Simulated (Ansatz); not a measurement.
`C[O][Sb][F]` radical. Charge 0, multiplicity 2. Sb takes the def2 core potential. The structure was optimised at the PBE0-D4/def2-TZVP level. It is one conformer, not always the lowest.

```xyz
7

C    -0.520   -0.338   -0.590
O     0.115   -0.856    0.562
Sb    0.834    0.278    1.960
F     1.650    1.562    0.784
H    -1.473    0.143   -0.342
H     0.113    0.387   -1.111
H    -0.719   -1.176   -1.262
```

Problem. What is the dipole moment at B3LYP/def2-TZVPP? (Estimate.)

Solution. The calculation gave: 1.78 D, with components (-1.17, -0.42, 1.27) D in this frame, pointing from negative to positive charge.

Problem. And with PBE, r2SCAN, ωB97M-V? (Best estimate.)

Solution. Computed: PBE 1.59 D, r2SCAN 1.65 D, ωB97M-V 1.81 D.

Problem. Give the Mulliken charges with B3LYP, ωB97M-V, r2SCAN in def2-TZVPP. (An estimate is asked.)

Solution. Ansatz gave: 
```
atom  B3LYP  ωB97M-V  r2SCAN
  C1  -0.13    -0.18    0.01
  O2  -0.52    -0.51   -0.51
 Sb3   0.80     0.79    0.77
  F4  -0.47    -0.47   -0.46
  H5   0.09     0.11    0.06
  H6   0.12     0.13    0.08
  H7   0.11     0.12    0.06
```

B3LYP here is the variant with VWN-RPA as its local correlation; programs differ in this.
